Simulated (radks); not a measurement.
The numbers below are computed, except where a source is named.
Initial-state core-level shifts of neutral molybdenum when its valence configuration changes from [Kr] 4d5 5s1. Code: a radial shooting solver on a logarithmic mesh with Libxc functionals. Model: scalar-relativistic Kohn-Sham, PBE, spin-polarised, spherical densities, point nucleus; open shells are filled with parallel spins first (spin-orbit coupling, left out, can overturn this in heavy ions). Shifts are changes of the shell-averaged eigenvalues in eV (positive: less bound).

\begin{tabular}{lrrrr}
valence & 2p & 3s & 3p & 3d \\ \hline
4d4 5s1 5p1 & -4.509 & -4.481 & -4.481 & -4.496 \\
4d4 5s2 & -3.414 & -3.377 & -3.378 & -3.393 \\
4d3 5s2 5p1 & -8.551 & -8.435 & -8.436 & -8.473 \\
4d3 5s1 5p2 & -9.462 & -9.358 & -9.358 & -9.396 \\
4d2 5s2 5p2 & -14.044 & -13.793 & -13.793 & -13.862 \\
4d3.5 5s1.5 5p1 & -6.478 & -6.412 & -6.412 & -6.437 \\
4d5 5p1 & -1.300 & -1.320 & -1.319 & -1.315 \\
4d1.5 5s2 5p2.5 & -16.922 & -16.579 & -16.579 & -16.667 \\
4d5.5 5s0.5 & +1.005 & +1.002 & +1.003 & +1.009 \\
\end{tabular}
